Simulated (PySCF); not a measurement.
**Magnetic susceptibility: `C=C([P@+]([BH3-])(C)C#CC)C`, C7H14BP**

Geometry (Å), atoms numbered from 1 in this order:
```xyz
23

B    -1.1396   -2.0922   -0.8527
P    -0.4322   -0.6751    0.2412
C    -0.2969   -1.0913    2.0227
C     1.2111   -0.1624   -0.1218
C     2.3285    0.1085   -0.4851
C     3.6714    0.4660   -0.8769
C    -1.3143    0.9221    0.1806
C    -2.0754    1.3621    1.1718
C    -1.1845    1.6170   -1.1369
H    -2.2613   -2.2221   -0.4639
H    -1.0657   -1.7191   -1.9815
H    -0.4383   -3.0272   -0.6130
H     0.4106   -1.9150    2.1115
H    -1.2680   -1.4286    2.3812
H     0.0514   -0.2438    2.6100
H     3.6583    1.3999   -1.4389
H     4.2986    0.5930    0.0053
H     4.0942   -0.3183   -1.5043
H    -2.6354    2.2803    1.0836
H    -2.1789    0.8346    2.1043
H    -1.7392    2.5530   -1.1470
H    -0.1349    1.8179   -1.3541
H    -1.5643    0.9676   -1.9261
```

Method used: GIAO B3LYP/pcSseg-1 magnetisability, rotational g tensor and spin-rotation constants, non-relativistic, gas phase (PySCF). Geometry: GFN2-xTB.

(1) How diamagnetic is it, and how anisotropic?

(2) Split it along the inertial axes a, b, c into diamagnetic and paramagnetic parts about the centre of mass, with the quadrupole moment.

(3) And the rotational g tensor?

## Answers

(1) Isotropic -1726 × 10⁻³⁰ J/T², or -103.9 × 10⁻⁶ cm³/mol; principal values -1912, -1674, -1590 × 10⁻³⁰ J/T², anisotropy 290 × 10⁻³⁰ J/T² (root of half the summed squared differences of the principal values). The susceptibility is in cgs units.

(2) 
```
axis  χ (10⁻⁶ cm³/mol)  diamagnetic (10⁻⁶ cm³/mol)  paramagnetic (10⁻⁶ cm³/mol)  summed x² of all electrons (Å²)  quadrupole Θ (D Å)
   a            -110.5                      -920.1                        809.7                            275.1              +15.02
   b             -97.9                     -1527.0                       1429.0                            132.1               -3.69
   c            -103.3                     -1727.3                       1624.0                             84.8              -11.33
```
Anisotropies 2χaa − χbb − χcc = -19.7 and 2χbb − χaa − χcc = +17.9 × 10⁻⁶ cm³/mol. Θ is traceless in Buckingham's convention.

(3) 
| axis | rotational constant (GHz) | g | nuclear part | electronic part |
| --- | --- | --- | --- | --- |
| a | 1.6545 | -0.0104 | 0.6189 | -0.6293 |
| b | 0.8990 | -0.0063 | 0.5972 | -0.6035 |
| c | 0.7828 | -0.0019 | 0.5954 | -0.5973 |

Asymmetric top; isotopes 11B, 12C, 1H, 31P; no vibrational averaging.
